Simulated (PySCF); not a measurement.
Compound: C₂H₈AsB.
Cartesian coordinates in Å at the PBE0-D3(BJ)/def2-SVP level; atoms count from 1:
```
atom  x, y, z in Å
C1    -1.8879   -0.0775   -0.4844
C2    -0.4754    0.4163   -0.1853
B3     0.5985   -0.6600    0.1648
As4    2.5355   -0.4767   -0.3260
H5    -2.6023    0.7537   -0.5901
H6    -1.9174   -0.6547   -1.4216
H7    -2.2577   -0.7386    0.3145
H8    -0.4833    1.0115    0.7572
H9    -0.1262    1.1336   -0.9477
H10    0.2713   -1.7007    0.6948
H11    2.6916    1.0172   -0.0958
H12    3.1412   -0.9148    0.9944
```

Theory: PySCF 2.14.0, density-fitted response routines, TDDFT CAM-B3LYP/def2-SVPD, vertical, gas phase, core orbitals frozen in the response. The CAM-B3LYP/def2-SVPD calculation is non-relativistic and has no spin–orbit coupling, an omission that weighs most on arsenic.

Kohn–Sham orbitals with the atoms that hold most of them (Löwdin shares over 4%, at most four atoms; ? is withheld):

```csv
orbital,ε (eV),atoms
HOMO-3,-11.36,"C1 25%, C2 19%, H7 13%, As4 9%"
HOMO-2,-10.35,"B3 27%, C2 22%, H10 15%, As4 9%"
HOMO-1,-10.07,"As4 32%, B3 20%, C2 13%, H12 10%"
HOMO,-8.40,?
LUMO,-0.30,?
LUMO+1,1.02,"B3 44%, As4 20%, H12 8%, C2 5%"
LUMO+2,1.59,"As4 32%, H11 16%, C1 14%, B3 7%"
```

Task: Give the leading atoms of the LUMO.

Result: B3 (bonded to As, C and H) 46%; As4 (bonded to B and 2 H) 18%; C2 (bonded to B, C and 2 H) 12%; H10 (bonded to B) 8%.

Task: Give the leading atoms of the HOMO.

Result: As4 (bonded to B and 2 H) 61%; B3 (bonded to As, C and H) 18%; H12 (bonded to As) 6%; H11 (bonded to As) 6%. By element: arsenic 61%, boron 18%, hydrogen 12% or more.

Task: The HOMO–LUMO gap is 8.10 eV. Where does the response calculation put the lowest singlet, and from which orbitals?

Result: S1 is at 4.66 eV (f = 0.051), 3.43 eV below the gap, made of HOMO→LUMO (87%), HOMO-1→LUMO (8%). 

Task: Give energy, strength and leading configuration of S1, S2, S3 and S4, and follow the Löwdin shares of the leading atoms from the occupied to the empty orbital.

Result: 
- S1 (4.66 eV, f 0.051), HOMO→LUMO (87%): As4 61% → 18%, B3 18% → 46%
- S2 (5.96 eV, f 0.0013), HOMO-2→LUMO (87%): B3 27% → 46%, C2 22% → 12%, As4 9% → 18%
- S3 (6.14 eV, f 0.064), HOMO-1→LUMO (79%): As4 32% → 18%, B3 20% → 46%
- S4 (6.38 eV, f 0.060), HOMO→LUMO+1 (74%): As4 61% → 20%, B3 18% → 44%

One conformer stands for the species.
